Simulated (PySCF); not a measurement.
This script is equivalent to a calculation on Kr⁺ (krypton, charge +1).

```python
from pyscf import gto, scf, dft, mp, cc
import basis_set_exchange as bse
mol = gto.M(atom="Kr 0 0 0", charge=1, spin=1, symmetry="D2h",
            basis=gto.basis.parse(bse.get_basis("Sapporo-DKH3-DZP-2012", elements=["Kr"], fmt="nwchem", header=False)),
            nucmod="G")
mf = dft.UKS(mol, xc="PBE").sfx2c1e()
mf.irrep_nelec = {'Ag': (6, 6), 'B1g': (1, 1), 'B2g': (1, 1), 'B3g': (1, 1), 'B1u': (3, 3), 'B2u': (3, 3), 'B3u': (3, 2)}
mf.kernel()
```

(1) What total energy does it give?

(2) Which occupied shell lies highest, and where?

(3) What is ⟨S²⟩, and what would a pure spin state give?

Answers

(1) -2789.085 hartree (calculated).

(2) 4p β, at -19.013 eV.

(3) 0.751, against 0.75.
